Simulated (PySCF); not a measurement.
# Basis and Hamiltonian dependence of the excitation energy of Se⁺

Se⁺ [Ar] 3d10 4s2 4p3 (4S) → Se⁺ [Ar] 3d10 4s2 4p2 4d1 (high-spin determinant). All values are computed (PySCF 2.14, energy differences of UHF-based or UKS calculations, no spin-orbit coupling). Values in eV.

| basis | Hamiltonian | functions | UHF | r2SCAN | PBE0 | MP2 (valence) | CCSD(T) (valence) |
| --- | --- | --- | --- | --- | --- | --- | --- |
| aug-cc-pVDZ-DK | spin-free X2C | 36 | 14.130 | 13.821 | 13.536 | 14.111 | 13.804 |
| def2-TZVPPD | non-relativistic | 57 | 13.434 | 13.275 | 12.972 | 13.422 | 13.208 |
| aug-cc-pVTZ-DK | spin-free X2C | 59 | 13.586 | 13.400 | 13.102 | 13.470 | 13.218 |
| dyall-av2z | non-relativistic | 92 | 13.904 | 13.512 | 13.264 | 13.886 | 13.586 |
| aug-cc-pwCVTZ-PP with ECP10MDF | ECP | 96 | 13.548 | 13.323 | 12.985 | 13.443 | 13.188 |

Frozen in the all-electron rows: valence: [Ar] 3d10; with a core potential, the same shells as far as they lie outside it.

At CCSD(T) (valence), aug-cc-pVDZ-DK lies more than 0.3 eV from the median of the rows with comparable relativity.

One determinant mixes LS terms of the configuration, so the numbers do not refer to single terms. Non-relativistic rows lack the scalar-relativistic shift.
